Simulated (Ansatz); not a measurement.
Input for Ansatz (an electronic-structure program): U-CCSD(T)/def2-SVP on GeH4Si (SMILES [SiH3][GeH]), a point of a bond scan (R = 2.977 Å). The run froze 19 orbitals, filled d shells among them.

Ansatz 0.2 input:
```yaml
crystal:
  periodic: [false, false, false]
  atoms:
    - {symbol: Ge, position_ang: [0.02685858, 0.67888508, 0.55005831]}
    - {symbol: H, position_ang: [-0.44427669, 1.55316857, -0.70383312]}
    - {symbol: Si, position_ang: [-0.02124929, -1.29644312, -0.93386225]}
    - {symbol: H, position_ang: [1.83788767, -0.87894354, -3.22178559]}
    - {symbol: H, position_ang: [-1.39240712, -1.47710314, -1.48487088]}
    - {symbol: H, position_ang: [0.36638007, -2.56249089, -0.26126659]}
basis:
  gaussian:
    orbitals: def2-SVP
correlation: {method: ccsd_t, electrons: outside_noble_gas}
scf: {omitted_lower_state_checks: [cluster_reference]}
magnetization: {spin_polarized: true, initial_magnetization: 0}
```

Output:

```
WARN ansatz: RAYON_NUM_THREADS=1 ignored (pool sized by the plan → 1); use --threads N
Functional definition: HF
these checks for a lower state are left out or cut short: cluster_reference
integrals: 0.07 GiB planned
690 factors; integrals over basis functions are off by at most 1.3e-3 eV
mean field: 0.29 GiB planned
mean field evaluation 1: about -64382.6353 eV, gradient 9.1e0 eV
mean field evaluation 2: about -64382.6414 eV, gradient 9.1e0 eV
mean field evaluation 4: about -64383.7755 eV, gradient 1.7e0 eV
mean field evaluation 8: about -64383.8164 eV, gradient 1.8e-1 eV
mean field evaluation 16: about -64383.8349 eV, gradient 3.3e-1 eV
mean field evaluation 32: about -64385.3452 eV, gradient 1.4e0 eV
mean field evaluation 64: about -64384.5893 eV, gradient 1.3e-5 eV
mean field evaluation 96: about -64384.3676 eV, gradient 3.2e0 eV
mean field -64385.46241228 eV, -2366.1221016174 hartree, gradient 1.3e-6 eV, S^2 1.219578; 9 other end points of the search recorded, 0 dependent functions left out
19 core orbitals not correlated
reference -64385.46241228 eV, -2366.1221016174 hartree; 6, 6 occupied and 45, 45 virtual orbitals, 690 factors
second order -4.26669984 eV of doubles, -0.00000000 eV of singles
coupled cluster: 0.17 GiB planned
cycle   1  -5.04516310 eV  change   -7.8e-1 eV  update   8.4e-2
cycle   2  -5.39400970 eV  change   -3.5e-1 eV  update   4.3e-2
cycle   3  -5.45387046 eV  change   -6.0e-2 eV  update   2.8e-2
cycle   4  -5.48380368 eV  change   -3.0e-2 eV  update   2.0e-2
cycle   5  -5.51455906 eV  change   -3.1e-2 eV  update   1.2e-2
cycle   6  -5.52692258 eV  change   -1.2e-2 eV  update   7.8e-3
cycle   7  -5.53394066 eV  change   -7.0e-3 eV  update   6.0e-3
cycle   8  -5.54318552 eV  change   -9.2e-3 eV  update   4.9e-3
cycle   9  -5.54859018 eV  change   -5.4e-3 eV  update   3.7e-3
cycle  10  -5.55487083 eV  change   -6.3e-3 eV  update   2.4e-3
cycle  11  -5.55776147 eV  change   -2.9e-3 eV  update   1.3e-3
cycle  12  -5.55842016 eV  change   -6.6e-4 eV  update   7.5e-4
cycle  13  -5.55801316 eV  change    4.1e-4 eV  update   5.2e-4
cycle  14  -5.55829534 eV  change   -2.8e-4 eV  update   3.4e-4
cycle  15  -5.55866371 eV  change   -3.7e-4 eV  update   2.0e-4
cycle  16  -5.55876589 eV  change   -1.0e-4 eV  update   1.0e-4
cycle  17  -5.55873063 eV  change    3.5e-5 eV  update   5.2e-5
cycle  18  -5.55869258 eV  change    3.8e-5 eV  update   2.5e-5
cycle  19  -5.55868026 eV  change    1.2e-5 eV  update   1.7e-5
cycle  20  -5.55867301 eV  change    7.3e-6 eV  update   1.1e-5
coupled cluster: 0.17 GiB planned
perturbative correction -0.20048356 eV, -0.0073676350 hartree
WARN: the results are in doubt because among natural orbitals full CI differs from the method by -0.092 eV
Total energy: -64391.22156885 eV, -2366.3337467177 hartree
In doubt: among natural orbitals full CI differs from the method by -0.092 eV
Checks for a lower state left out: cluster_reference
```

The calculation finished and met its thresholds. Its determinant has ⟨S²⟩ = 1.22, a mixture of spin states.

Warnings raised: large difference.

Cost: around 14 core-seconds (rough).
